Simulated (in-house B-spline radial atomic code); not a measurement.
# RPBE excitations of O⁶⁺

Method: RPBE. Computed with a B-spline radial code for spherical atoms: linear response of the closed shell 1s2 with the functional's adiabatic kernel; scalar-relativistic (spin-free one-electron X2C), finite nucleus, no spin-orbit coupling, no double excitations, S, P, D and F terms only.

Command:
```bash
python run_td.py task.json out
```
Settings (radii: box in bohr, nucleus in fm):
```
Z                        8
electrons                2
configuration            1s2
hamiltonian              x2c
method                   rpbe,pbe
box_radius               14.35
rms_radius               2.6991
intervals                72
```

Cost of the run: 0.1 s on 1 thread of Intel(R) Xeon(R) Platinum 8488C (Sapphire Rapids), on a shared host.

The lowest states, in the order of their Tamm-Dancoff energies; the method's threshold (minus the highest occupied level) is 692.74 eV. Labels give the largest channel, * marks a mixed state, and oscillator strengths are full-response dipole values. Semilocal kernels can invert the small singlet-triplet splittings of Rydberg terms. Energies in eV:

```
     state  full response  Tamm-Dancoff  oscillator strength
1s → 2s 3S         543.68        543.70                    -
1s → 2s 1S         551.06        551.18                    -
1s → 2p 3P         552.55        552.58                    -
1s → 2p 1P         557.50        557.53                0.625
1s → 3s 3S         631.68        631.68                    -
1s → 3s 1S         633.42        633.45                    -
1s → 3p 3P         634.44        634.45                    -
1s → 3p 1P         635.66        635.66                0.123
1s → 3d 3D              ?             ?                    -
1s → 3d 1D         636.86        636.86                    -
1s → 4s 3S         659.45        659.46                    -
1s → 4s 1S         660.14        660.15                    -
1s → 4p 3P         660.59        660.59                    -
1s → 4p 1P         661.08        661.08               0.0465
1s → 4d 3D              ?             ?                    -
1s → 4d 1D         661.48        661.48                    -
```

(1) Where does 1s → 3d 3D lie?

(2) Where does 1s → 4d 3D lie?

(3) How large is the singlet-triplet splitting of 1s → 2s (S terms) in Tamm-Dancoff?

(4) What polarisabilities and dispersion coefficient does the method give?

Results:

(1) At 636.82 eV in full response, 636.82 eV in Tamm-Dancoff.

(2) At 661.45 eV in full response, 661.45 eV in Tamm-Dancoff.

(3) 7.47 eV, from the unrounded values.

(4) Dipole 0.002708 bohr³, quadrupole 0.0001722 bohr⁵, C6 0.0001334 hartree·bohr⁶ for two such species.
